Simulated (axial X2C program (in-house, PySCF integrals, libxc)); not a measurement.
## Photoelectron levels of CsS⁻ by EOM-IP-CCSD

Calculated with an in-house all-electron X2C program for linear molecules (integrals from PySCF): two-component X2C with atomic mean-field Coulomb and Gaunt terms, Gaussian nuclei, basis Cs dyall-acv3z, S dyall-av3z with contracted cores.

R = 2.839 Å (near the PBE0 minimum at charge -1 of the determinant lowest at the starting distance; the state shown can have its own minimum elsewhere).

Hartree–Fock spinors of CsS⁻ (one of each Kramers pair; a window near the gap, which can cut inner shells):

```tsv
ω	occupied	ε (eV)	character
1/2	yes	-14.28	82% Cs p, 15% S s
3/2	yes	-12.90	98% Cs p
1/2	yes	-12.21	73% Cs p, 17% S s, 3% S p
1/2	yes	-1.31	87% S p, 9% Cs d, 3% Cs p
3/2	yes	-1.24	87% S p, 9% Cs d, 3% Cs p
1/2	yes	-1.15	79% S p, 9% Cs d, 6% Cs s
1/2	no	1.15	76% Cs p, 24% Cs s
1/2	no	1.21	100% Cs p
3/2	no	1.21	100% Cs p
1/2	no	1.56	67% Cs s, 33% Cs p
1/2	no	2.05	52% Cs p, 39% Cs s, 8% Cs d
1/2	no	2.16	85% Cs p, 15% Cs d
```

Vertical detachment energies of CsS⁻ to the states of CsS:

| Ω of CsS | vertical detachment energy (eV) | above lowest (cm⁻¹) | ionised spinor | one-hole weight |
| --- | --- | --- | --- | --- |
| 1/2 | 0.712 | 0 | 78% S pσ, 9% Cs dσ | 0.91 |
| 3/2 | 0.812 | 815 | 87% S pπ, 9% Cs dπ | 0.91 |
| 1/2 | 0.864 | 1227 | 86% S pπ, 9% Cs dπ | 0.91 |
| 1/2 | 9.979 | 74744 | 70% S sσ, 17% Cs pσ, 6% Cs dσ | 0.74 |

Q: How far does the lowest EOM-IP-CCSD energy lie from the Koopmans value −ε of the highest filled spinor?

A: 0.712 eV against 1.15 eV, a shift of -0.44 eV: relaxation of the final state lowers the energy and the loss of correlation raises it.

Q: What is the splitting of the first π pair in the table, and is it regular or inverted?

A: E(3/2) − E(1/2) = 815 − 1227 = -412 cm⁻¹ at EOM-IP-CCSD: inverted, Ω = 3/2 lower. Splittings at this level can be off by ten to twenty per cent.

This point took 18 s on 1 thread of Arm Neoverse V1 (shared host).

Reference electrons by ω block (each with its −ω partner): 1/2: 24, 3/2: 10, 5/2: 2. 16 electrons of CsS⁻ correlated (inner shells frozen), 88 natural virtual spinors (a truncated set); levels can be off by some tenths of an eV. Roots sought by Ω: (1/2: 4, 3/2: 3, 5/2: 1); the list ends where they run out and leaves out roots under 60 % one-particle weight. The solver can skip a root, and states that need a further excitation, which the method places far too high, are missing though they may lie low or lowest. T1 of the reference 0.024 (Lee–Taylor). Number of frozen shells: Cs 4 s, 3 p, 2 d; S 2 s, 1 p.
